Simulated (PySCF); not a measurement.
All values below come from PBE-D3(BJ)/def2-TZVP // PBE0-D4/def2-TZVP (PySCF). Isolated molecules, 0 K electronic values unless said otherwise. One relaxed conformer stands for a flexible species; it need not be the lowest. Excitations are Tamm–Dancoff values on a coarser integration grid. The basis has no diffuse functions, so Rydberg states are missing or too high.

Reference species (SMILES): `[SiH3]O` (neutral, multiplicity 1).

```
Property               Value
-------------------  -------
HOMO–LUMO gap        6.38 eV
T1 excitation (TDA)  6.15 eV
```

Changed species: `CN([SiH2]O)C` (C–N–Si–O torsion -73°, N–Si–O–H torsion -68°) (X = dimethylamino; the reference has X = H).

Task: What does the change do to the HOMO–LUMO gap and T1 excitation (TDA)?

Result: the HOMO–LUMO gap falls by 1.38 eV, to 5.00 eV; the T1 excitation (TDA) falls by 1.29 eV, to 4.86 eV.
